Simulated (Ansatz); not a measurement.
Ansatz (a first-principles code) input:

Ansatz 0.2 input:
```yaml
crystal:
  periodic: [false, false, false]
  atoms:
    - {symbol: W, position_ang: [0.00000000, 0.00000000, 0.00000000]}
    - {symbol: Cl, position_ang: [0.00000000, 0.00000000, 2.22645358]}
    - {symbol: Cl, position_ang: [-0.00000000, -0.00000000, -2.22645358]}
basis:
  gaussian:
    orbitals: def2-TZVPD
hamiltonian:
  xc: {name: BHLYP}
total_charge: 1
magnetization: {spin_polarized: true, initial_magnetization: 3}
```

Problem. Predict the final energy.

Solution. -987.12398 Eh (BHLYP/def2-TZVPD). The basis has 135 functions.

This state (charge 1, quartet) is run at the relaxed geometry of the species with charge 0 and multiplicity 3.
